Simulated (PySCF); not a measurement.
1,2,3-selenadiazole, C2H2N2Se, SMILES c1c[se]nn1, point group Cs.

Force field and properties: PBE0/pcSseg-1 (PySCF, grid level 2). Vibrational terms come from second-order perturbation theory with semi-diagonal cubic constants, by steps of ±0.6 along the normal coordinates of each isotopologue. The parent has the commonest isotopes.

Equilibrium geometry (Å):

| atom | x | y | z |
| --- | --- | --- | --- |
| C1 | -0.2753 | -0.7172 | -0.2699 |
| C2 | -0.6515 | 0.5922 | -0.2261 |
| Se3 | 0.7257 | 1.6665 | -0.7469 |
| N4 | 1.7248 | 0.0301 | -0.9764 |
| N5 | 1.0099 | -0.9436 | -0.6804 |
| H6 | -0.8946 | -1.5697 | -0.0131 |
| H7 | -1.6257 | 0.9614 | 0.0729 |

(1) Give the equilibrium and ground-state rotational constants (MHz) of parent; ¹³C at 2.

(2) How is the parent's vibrational correction B0 − Be made up?

(3) And its quartic centrifugal distortion constants from the harmonic force field?

(4) Which nuclear quadrupole couplings χaa, χbb, χcc (MHz) does the parent show, at equilibrium and averaged?

Results:

(1) 
| species | Ae | Be | Ce | A0 | B0 | C0 | Δ0 (u Å²) | harmonic ZPE (cm⁻¹) |
| --- | --- | --- | --- | --- | --- | --- | --- | --- |
| parent | 8232.1 | 3462 | 2437.1 | 8176 | 3438.4 | 2418.9 | 0.137 | 9189 |
| ¹³C at 2 | 8017.4 | 3456.5 | 2415.2 | 7963.6 | 3433.2 | 2397.4 | 0.139 | 9145 |

Δ0 = Ic − Ia − Ib from the ground-state constants.

(2) 
```csv
axis,harmonic,Coriolis,cubic,total (MHz)
a,11,-3.1,-64,-56
b,4.16,-0.541,-27.2,-23.5
c,1.13,-0.24,-19.1,-18.2
```

(3) Asymmetric top, A reduction, Ir representation: ΔJ = 0.729 kHz, ΔJK = 0.506 kHz, ΔK = 2.14 kHz, δJ = 0.213 kHz, δK = 1.43 kHz.

(4) 14N at 4: 2.5, -3.6, 1.1 and 2.5, -3.5, 1.1; 14N at 5: -2.5, -0.6, 3.1 and -2.5, -0.5, 3.1.
